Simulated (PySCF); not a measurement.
# A survey of 29Si NMR shifts

[PySCF 2.14: GIAO PBE0/pcSseg-1 shieldings; GFN2-xTB structure; single conformer; non-relativistic; gas phase; fast rotation and ring inversion assumed for equivalent nuclei]

Shieldings were converted by a linear fit to measured shifts: 29Si (scatter 8.9 ppm rms, 25.8 ppm with the 6 outliers that the fit left out vs TMS, solution or neat liquid). Occasional misses reach two or three times the rms, and more in compound classes unlike the fitted ones.

Give the 29Si shifts of `O=C(O)C1=C[Si@@H](N[SiH3])C=C1`, `C[SiH2]CS[Si@H](O)SC`, `C[Si@@]([SiH3])(C#N)C[SiH3]`, `CN[Si@H](F)N[SiH2]CF`, `C[Si]([SiH3])([SiH3])CC#N`, `F[C@@H]1C[C@@H]([SiH3])[Si@H](P)C1`, `C=N[SiH2][C@@H](C)[SiH2]C[SiH3]`.

Answers


| compound | environment | δ (ppm) |
| --- | --- | --- |
| [O:1]=[C:2]([OH:3])[C:4]1=[CH:5][Si@@H:6]([NH:7][SiH3:8])[CH:9]=[CH:10]1 | Si6: silicon bonded to 2 C, N, H, in a 5-membered ring | -17.1 |
| [O:1]=[C:2]([OH:3])[C:4]1=[CH:5][Si@@H:6]([NH:7][SiH3:8])[CH:9]=[CH:10]1 | Si8: silicon bonded to N, 3 H | -50.6 |
| [CH3:1][SiH2:2][CH2:3][S:4][Si@H:5]([OH:6])[S:7][CH3:8] | Si5: silicon bonded to O, 2 S, H | -0.2 |
| [CH3:1][SiH2:2][CH2:3][S:4][Si@H:5]([OH:6])[S:7][CH3:8] | Si2: silicon bonded to 2 C, 2 H | -41.1 |
| [CH3:1][Si@@:2]([SiH3:3])([C:4]#[N:5])[CH2:6][SiH3:7] | Si2: silicon bonded to 3 C, Si | -37.9 |
| [CH3:1][Si@@:2]([SiH3:3])([C:4]#[N:5])[CH2:6][SiH3:7] | Si7: silicon bonded to C, 3 H | -70.7 |
| [CH3:1][Si@@:2]([SiH3:3])([C:4]#[N:5])[CH2:6][SiH3:7] | Si3: silicon bonded to Si, 3 H | -100.9 |
| [CH3:1][NH:2][Si@H:3]([F:4])[NH:5][SiH2:6][CH2:7][F:8] | Si3: silicon bonded to F, 2 N, H | -32.0 |
| [CH3:1][NH:2][Si@H:3]([F:4])[NH:5][SiH2:6][CH2:7][F:8] | Si6: silicon bonded to C, N, 2 H | -42.1 |
| [CH3:1][Si:2]([SiH3:3])([SiH3:4])[CH2:5][C:6]#[N:7] | Si2: silicon bonded to 2 C, 2 Si | -38.9 |
| [CH3:1][Si:2]([SiH3:3])([SiH3:4])[CH2:5][C:6]#[N:7] | Si3/4: silicon bonded to Si, 3 H (×2) | -98.3 |
| [F:1][C@@H:2]1[CH2:3][C@@H:4]([SiH3:5])[Si@H:6]([PH2:7])[CH2:8]1 | Si6: silicon bonded to 2 C, P, H, in a 5-membered ring | -7.4 |
| [F:1][C@@H:2]1[CH2:3][C@@H:4]([SiH3:5])[Si@H:6]([PH2:7])[CH2:8]1 | Si5: silicon bonded to C, 3 H | -63.5 |
| [CH2:1]=[N:2][SiH2:3][C@@H:4]([CH3:5])[SiH2:6][CH2:7][SiH3:8] | Si3: silicon bonded to C, N, 2 H | -30.0 |
| [CH2:1]=[N:2][SiH2:3][C@@H:4]([CH3:5])[SiH2:6][CH2:7][SiH3:8] | Si6: silicon bonded to 2 C, 2 H | -33.5 |
| [CH2:1]=[N:2][SiH2:3][C@@H:4]([CH3:5])[SiH2:6][CH2:7][SiH3:8] | Si8: silicon bonded to C, 3 H | -68.4 |
